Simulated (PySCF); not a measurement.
Mg(Br)(SiH3) (BrH₃MgSi), SMILES [Mg]([SiH3])[Br]. Atoms are numbered in the order given.

```xyz
6

Mg     0.0000     0.0000     0.5759
Br     0.0000     0.0000    -1.7738
Si     0.0000     0.0000     3.1456
H      1.1925    -0.6885     3.7112
H     -1.1925    -0.6885     3.7112
H      0.0000     1.3770     3.7112
```
Charge 0, spin multiplicity 1.

The structure is a stationary point at TPSSh-D3(BJ)/def2-TZVP.

Calculation: TDA-PBE0/def2-SVPD (PySCF).

Vertical excitations; the highest root listed may be one member of a degenerate set. Gas-phase values at a fixed geometry. State labels are in the subgroup Cs.

Problem. Give excitation energies, oscillator strengths and character. (The exact figures need the calculation; the answer reports its results.)

Solution. 
```csv
state,symmetry,energy (eV),λ (nm),f,main pairs
S1,A',5.44,228,0.061,HOMO→LUMO+2 (degenerate set)
S2,A",5.44,228,0.061,HOMO→LUMO+1 (degenerate set)
S3,A',5.67,219,0.552,HOMO→LUMO 90 %
S4,A",5.72,217,0.097,HOMO−1→LUMO (degenerate set)
S5,A',5.72,217,0.097,HOMO−2→LUMO (degenerate set)
S6,A',5.93,209,0.000,"HOMO−2→LUMO+2, HOMO−1→LUMO+1 (degenerate set)"
S7,A",5.93,209,0.000,"HOMO−2→LUMO+1, HOMO−1→LUMO+2 (degenerate set)"
S8,A",5.93,209,0.000,"HOMO−1→LUMO+2 49 %, HOMO−2→LUMO+1 49 %"
S9,A',6.33,196,0.273,"HOMO−2→LUMO+2 41 %, HOMO−1→LUMO+1 41 %, HOMO−3→LUMO 9 %"
S10,A',7.10,175,0.053,HOMO→LUMO+3 89 %
T1,A",4.41,281,0,HOMO→LUMO+1 (degenerate set)
T2,A',4.41,281,0,HOMO→LUMO+2 (degenerate set)
T3,A',4.43,280,0,HOMO→LUMO 96 %
T4,A",5.44,228,0,HOMO−1→LUMO 97 %
```
Triplets are in the Tamm–Dancoff approximation.
